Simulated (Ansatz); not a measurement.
## Ligand exchange: C3H8O + Sc(NH2)3 → C2H7NO + Sc(CH3)(NH2)2

Species: C3H8O (1-propanol) `CCCO`, singlet; Sc(NH2)3, singlet; C2H7NO (ethanolamine) `NCCO`, singlet; Sc(CH3)(NH2)2, singlet. The partners trade CH3 for NH2: C–CH3 and Sc–NH2 bonds give way to C–NH2 and Sc–CH3.

Shapes, held fixed at every level: PBE0-D4/def2-TZVP. Flexible molecules stand in one conformer, not always the lowest. Programs: Ansatz 0.2.0. Electronic energies: no zero-point or thermal term.

Question: Estimate ΔE of this reaction.

Answer: The highest level, CCSD(T)/def2-TZVPP, gives ΔE = +148.0 kJ/mol; the levels span +137.9 to +152.6. The column of differences is taken from that level and isn't an error. No measured value is set beside it here. Outer-core shells of Sc are correlated in most correlated rows, in sets that cover them unevenly.

```tsv
level	kind	ΔE (kJ/mol)	less CCSD(T)/def2-TZVPP
HF/def2-SVP	Hartree–Fock	+137.9	-10.1
wB97X-V/def2-TZVPP	range-separated hybrid	+144.0	-4.0
MP2/def2-TZVPP	perturbation theory	+152.6	+4.6
CCSD(T)/def2-SVP	coupled cluster or CI	+142.2	-5.8
CCSD/def2-SVP	coupled cluster or CI	+141.7	-6.3
CCSD/def2-TZVPP	coupled cluster or CI	+147.3	-0.7
CCSD(T)/def2-TZVPP	coupled cluster or CI	+148.0	0.0
```
